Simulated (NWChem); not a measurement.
# C3HCl2F; SMILES FC=C=C(Cl)Cl

Program: NWChem. Pople sets run with spherical d functions. Coordinates come from a PBE0/def2-SVP optimisation.

Taking B3LYP/6-311G** as the yardstick, which of these has the fewest basis functions while keeping “highest occupied level (eV)” within 0.2 eV of it: B3LYP/STO-3G; B3LYP/6-31G*; B3LYP/3-21G?

B3LYP/3-21G (a larger set in the list lies outside the tolerance).
| level | basis functions | highest occupied level (eV) |
|---|---|---|
| B3LYP/STO-3G | 39 | -5.64 |
| B3LYP/3-21G | 64 | -7.60 |
| B3LYP/6-31G* | 94 | -7.44 |
| B3LYP/6-311G** | 130 | -7.69 |

The yardstick is one finite set, not the basis-set limit.
